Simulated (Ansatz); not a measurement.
Cost and result for the atomization energy of C₂H₆FNSSi, SMILES `CN1C[Si]1(F)S` (12 atoms, 12 bonds).

```xyz
12

C    -1.459    0.874    0.437
N    -0.265    0.136    0.193
C     1.099    0.703   -0.068
Si    0.838   -1.085    0.171
F     1.328   -1.815    1.497
S     0.806   -2.650   -1.241
H    -1.364    1.522    1.318
H    -2.288    0.185    0.611
H    -1.718    1.507   -0.421
H     1.235    1.166   -1.048
H     1.514    1.316    0.738
H     0.272   -1.859   -2.186
```

Charge 0, multiplicity 1. The structure was optimised at the PBE0-D4/def2-TZVP level. It is one conformer, not always the lowest. Program: Ansatz. All runs use 2 threads of an AMD EPYC 7R13 on a shared host and a share of an NVIDIA H100 80 GB. Times are those of one run each, without the atoms' runs, and a repeat can differ threefold. Electronic energies, without spin–orbit coupling; frozen cores. CCSD(T)/CBS adds CCSD(T) − MP2 in def2-TZVPP to the MP2 limit, and its time is that of the two runs behind it. T1 = 0.012. B3LYP takes the VWN-RPA correlation (the form of Gaussian; ORCA's B3LYP/G).

CCSD(T)/CBS is a level of theory with its own doubt, some kJ/mol a heavy atom from the limit and from the frozen cores, so smaller differences don't rank the functionals.

```csv
level,functions,wall time
PBE0-D4/def2-TZVPP,292,2 s
B3LYP-D4/def2-TZVPP (with forces),292,2.2 s
PBE-D4/def2-TZVPP (with forces),292,2.3 s
r2SCAN-D4/def2-TZVPP (with forces),292,2.6 s
ωB97X-V/def2-TZVPP,292,3.7 s
B2PLYP/def2-TZVPP,292,3.8 s
MP2/def2-QZVPP,548,4.6 s
ωB97M-V/def2-TZVPP (with forces),292,6 s
CCSD(T)/def2-TZVPP,292,6.5 s
CCSD(T)/CBS(def2),–,11 s
```

(1) What atomization energy does each give, and how far from CCSD(T)/CBS? (Estimate.)

Answers

(1) The calculation gave: 
```
                             level  atomization (kJ/mol)  difference from CCSD(T)/CBS  per bond
                PBE0-D4/def2-TZVPP                4531.5                         18.2       1.5
 B3LYP-D4/def2-TZVPP (with forces)                4508.4                         -4.9      -0.4
   PBE-D4/def2-TZVPP (with forces)                4624.6                        111.3       9.3
r2SCAN-D4/def2-TZVPP (with forces)                4526.6                         13.3       1.1
                ωB97X-V/def2-TZVPP                4541.1                         27.8       2.3
                 B2PLYP/def2-TZVPP                4457.9                        -55.4      -4.6
                    MP2/def2-QZVPP                4555.3                         42.0       3.5
  ωB97M-V/def2-TZVPP (with forces)                4539.1                         25.8       2.2
                CCSD(T)/def2-TZVPP                4375.4                       -137.9     -11.5
                 CCSD(T)/CBS(def2)                4513.3                          0.0       0.0
```

From PBE to PBE0 (25 % exact exchange), in def2-TZVPP and without D4, the atomization energy moves by −88.7 kJ/mol: exact exchange takes away binding that semilocal exchange gives to molecules. In def2-TZVPP, CCSD(T) changes the Hartree–Fock value by +1186.2 kJ/mol (the triples alone add +76.9 kJ/mol) and MP2 by +1283.7 kJ/mol; breaking electron pairs costs correlation energy, which Hartree–Fock lacks. The D4 term adds +47.2 kJ/mol with B3LYP and +25.0 kJ/mol with PBE0; it sums over pairs of atoms, weighted by their polarisabilities, and B3LYP, whose exchange is more repulsive, gets the larger term.
